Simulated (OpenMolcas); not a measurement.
Systems:
- [NiCl2], a model complex in vacuum: linear, Ni–Cl 2.20 Å; shape imposed, not necessarily the one it adopts

Method: state-averaged CASSCF on the open d shell with SC-NEVPT2, ANO basis sets as named, scalar-relativistic DKH2, RICD, in OpenMolcas. State energies are spin-free and vertical. States within 300 cm⁻¹ of the lowest count as unresolved from it. Orbital splittings and repulsion parameters are fits to the integrals of the highest spin's CASSCF orbitals. J levels and χT include spin-orbit coupling (RASSI on CASSCF energies). Times are rough, from shared cores.

```
case                                                      ground state  first state of the same spin (cm⁻¹)  first state of another spin (cm⁻¹)  Racah B (cm⁻¹)  χT at 300 K (cm³ K/mol)  basis functions  relative time
------------  --------------------------------------------------------  -----------------------------------  ----------------------------------  --------------  -----------------------  ---------------  -------------
ANO-RCC-VDZP  triplet (2-fold) / triplet (non-degenerate) (unresolved)                 triplet (2-fold) 988      singlet (non-degenerate) 11600            1238                     3.56               70              2
ANO-RCC-MB    triplet (2-fold) / triplet (non-degenerate) (unresolved)                triplet (2-fold) 1220              singlet (2-fold) 11620            1141                     3.38               36              1
ANO-RCC-VDZ   triplet (2-fold) / triplet (non-degenerate) (unresolved)                 triplet (2-fold) 898              singlet (2-fold) 11130            1237                     3.60               53              1
ANO-RCC-VTZP  triplet (non-degenerate) / triplet (2-fold) (unresolved)                triplet (2-fold) 1270      singlet (non-degenerate) 11930            1262                     3.54              127              4
```

No ligand orbital and no second metal shell is active in the minimal space. The geometry is a model, so the numbers describe that model and not a measured compound. Gaps under about 300 cm⁻¹ between spin-free states are not resolved by the perturbation step.
